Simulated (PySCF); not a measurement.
# Polarisability and C₆ of Cu³⁺ (copper, charge +3)

[Ar] 3d8, high-spin 3F determinant. Calculation: PySCF 2.14, in aug-cc-pVDZ-DK (7s6p4d2f, 59 functions); scalar relativity by spin-free X2C-1e. Coupled (time-dependent) response in atomic units; α is the mean over directions. A double-zeta set is small for polarisabilities.

```
method  mean α (bohr³)  C₆ (like pair)   S(−4)
   UHF           1.406           3.205  0.5533
   PBE           1.648           3.781  0.9491
  PBE0           1.566           3.586  0.7965
  BP86           1.653           3.801  0.9414
```

S(−4) is the Cauchy moment in α(ω) = α(0) + S(−4) ω² + …

α(iu) at PBE0:

```
u (hartree)  α(iu) (bohr³)
          0          1.566
     0.0500          1.564
      0.100          1.558
      0.200          1.535
      0.300          1.500
      0.500          1.404
      0.750          1.268
       1.00          1.137
       1.50         0.9163
       2.00         0.7486
       3.00         0.5226
       5.00         0.2956
```

For an ion, C₆ is the dispersion term alone; charge-induced terms of lower order in 1/R come first.
